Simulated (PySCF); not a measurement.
H₃In (SMILES [InH3]), singlet, geometry from GFN2-xTB (such geometries of metal compounds can be far from the true shape) (core potentials on In); PySCF with PBE0/def2-TZVP, polarisability.

PySCF was given this input:
```python
from pyscf import gto, scf, dft
from pyscf.prop import polarizability

mol = gto.M(
    atom='''
In    0.000000   -0.000000   -0.000000
H     0.640218   -0.488253    1.518309
H    -0.346276    1.657536   -0.293601
H    -0.293941   -1.169282   -1.224708
''',
    basis='def2-tzvp',
    ecp={'In': 'def2-tzvp'},
    charge=0,
    spin=0,
    verbose=4,
)

mf = dft.RKS(mol)
mf.xc = 'pbe0'
mf.kernel()
alpha = mf.Polarizability().polarizability()[2, 2]
print('alpha_zz =', alpha)
```

The log (banner, timings and long lists left out):

```
site-packages/pyscf/prop/efg/rhf.py:45: UserWarning: Module EFG is under testing
  warnings.warn('Module EFG is under testing')
site-packages/pyscf/prop/efg/dhf.py:30: UserWarning: Module EFG is under testing
  warnings.warn('Module EFG is under testing')
site-packages/pyscf/prop/zfs/uhf.py:40: UserWarning: Module ZFS is under testing
  warnings.warn('Module ZFS is under testing')
site-packages/pyscf/prop/gtensor/uhf.py:43: UserWarning: Module g-tensor is under testing
  warnings.warn('Module g-tensor is under testing')
site-packages/pyscf/prop/gtensor/uks.py:41: UserWarning: Module g-tensor is under testing
  warnings.warn('Module g-tensor is under testing')
site-packages/pyscf/prop/hfc/uks.py:35: UserWarning: Module HFC is under testing
  warnings.warn('Module HFC is under testing')
site-packages/pyscf/prop/magnetizability/rhf.py:39: UserWarning: Module magnetizability is under testing
  warnings.warn('Module magnetizability is under testing')
site-packages/pyscf/prop/magnetizability/uhf.py:37: UserWarning: Module magnetizability is under testing
  warnings.warn('Module magnetizability is under testing')
site-packages/pyscf/prop/magnetizability/rks.py:37: UserWarning: Module magnetizability is under testing
  warnings.warn('Module magnetizability is under testing')
site-packages/pyscf/prop/magnetizability/uks.py:39: UserWarning: Module magnetizability is under testing
  warnings.warn('Module magnetizability is under testing')
site-packages/pyscf/prop/polarizability/uhf.py:34: UserWarning: Module polarizability is under testing
  warnings.warn('Module polarizability is under testing')
site-packages/pyscf/prop/polarizability/rks.py:29: UserWarning: Module polarizability is under testing
  warnings.warn('Module polarizability is under testing')
site-packages/pyscf/prop/polarizability/uks.py:29: UserWarning: Module polarizability is under testing
  warnings.warn('Module polarizability is under testing')
PySCF version 2.14.0

[INPUT] verbose = 4
[INPUT] num. atoms = 4
[INPUT] num. electrons = 24
[INPUT] charge = 0
[INPUT] spin (= nelec alpha-beta = 2S) = 0
[INPUT] symmetry False subgroup None
[INPUT] Mole.unit = angstrom
[INPUT] Symbol           X                Y                Z      unit          X                Y                Z       unit  Magmom
[INPUT]  1 In     0.000000000000   0.000000000000   0.000000000000 AA    0.000000000000   0.000000000000   0.000000000000 Bohr   0.0
[INPUT]  2 H      0.640218000000  -0.488253000000   1.518309000000 AA    1.209836680017  -0.922664449497   2.869188182462 Bohr   0.0
[INPUT]  3 H     -0.346276000000   1.657536000000  -0.293601000000 AA   -0.654366803510   3.132289081607  -0.554825479898 Bohr   0.0
[INPUT]  4 H     -0.293941000000  -1.169282000000  -1.224708000000 AA   -0.555467986781  -2.209622742384  -2.314362702564 Bohr   0.0

nuclear repulsion = 19.9319418970443
number of shells = 28
number of NR pGTOs = 115
number of NR cGTOs = 68
basis = def2-tzvp
ecp = {'In': 'def2-tzvp'}

******** <class 'pyscf.dft.rks.RKS'> ********
method = RKS
initial guess = minao
damping factor = 0
level_shift factor = 0
DIIS = <class 'pyscf.scf.diis.CDIIS'>
diis_start_cycle = 1
diis_space = 8
diis_damp = 0
SCF conv_tol = 1e-09
SCF conv_tol_grad = None
SCF max_cycles = 50
direct_scf = True
direct_scf_tol = 1e-13
XC library pyscf.dft.libxc version 7.1.2
    S. Lehtola, C. Steigemann, M. J. T. Oliveira, and M. A. L. Marques,  SoftwareX 7, 1–5 (2018)
XC functionals = pbe0
    C. Adamo and V. Barone,  J. Chem. Phys. 110, 6158 (1999)
    M. Ernzerhof and G. E. Scuseria,  J. Chem. Phys. 110, 5029 (1999)
radial grids:
    Treutler-Ahlrichs [JCP 102, 346 (1995); DOI:10.1063/1.469408] (M4) radial grids

becke partition: Becke, JCP 88, 2547 (1988); DOI:10.1063/1.454033
pruning grids: <function nwchem_prune>
grids dens level: 3
symmetrized grids: False
atomic radii adjust function: <function treutler_atomic_radii_adjust>
small_rho_cutoff = 0
Set gradient conv threshold to 3.16228e-05
Initial guess from minao.
tot grids = 51304
init E= -158.966248093649
  HOMO = -0.689410348178512  LUMO = -0.488906472528542  gap/eV = 5.45599
cycle= 1 E= -191.185342628733  delta_E= -32.2  |g|= 1.89  |ddm|= 45.3
  HOMO = -0.145801256368075  LUMO = 0.0142829234469763  gap/eV = 4.35611
cycle= 2 E= -190.746276751843  delta_E= 0.439  |g|= 2.82  |ddm|= 6.99
  HOMO = -0.286768239990247  LUMO = -0.0557274997034938  gap/eV = 6.28694
cycle= 3 E= -191.883988448894  delta_E= -1.14  |g|= 0.0775  |ddm|= 2.57
  HOMO = -0.299229089972316  LUMO = -0.069645362641733  gap/eV = 6.24729
cycle= 4 E= -191.885163146044  delta_E= -0.00117  |g|= 0.00428  |ddm|= 0.0972
  HOMO = -0.300638536627309  LUMO = -0.0695186273290478  gap/eV = 6.28909
cycle= 5 E= -191.885171644251  delta_E= -8.5e-06  |g|= 0.000826  |ddm|= 0.0132
  HOMO = -0.300496496541534  LUMO = -0.0695945081064329  gap/eV = 6.28316
cycle= 6 E= -191.885171905373  delta_E= -2.61e-07  |g|= 0.000117  |ddm|= 0.00191
  HOMO = -0.300470914086158  LUMO = -0.0695766569754479  gap/eV = 6.28295
cycle= 7 E= -191.885171908164  delta_E= -2.79e-09  |g|= 4.95e-06  |ddm|= 0.000271
  HOMO = -0.300473378836757  LUMO = -0.0695788723980071  gap/eV = 6.28296
cycle= 8 E= -191.885171908175  delta_E= -1.14e-11  |g|= 3.96e-07  |ddm|= 1.71e-05
  HOMO = -0.300473169854876  LUMO = -0.069578696363199  gap/eV = 6.28296
Extra cycle  E= -191.885171908176  delta_E= -5.97e-13  |g|= 2.17e-07  |ddm|= 1.36e-06
converged SCF energy = -191.885171908176
Isotropic polarizability 38.1107025971
Polarizability anisotropy 11.1374358567
alpha_zz = 41.07072131814044
```
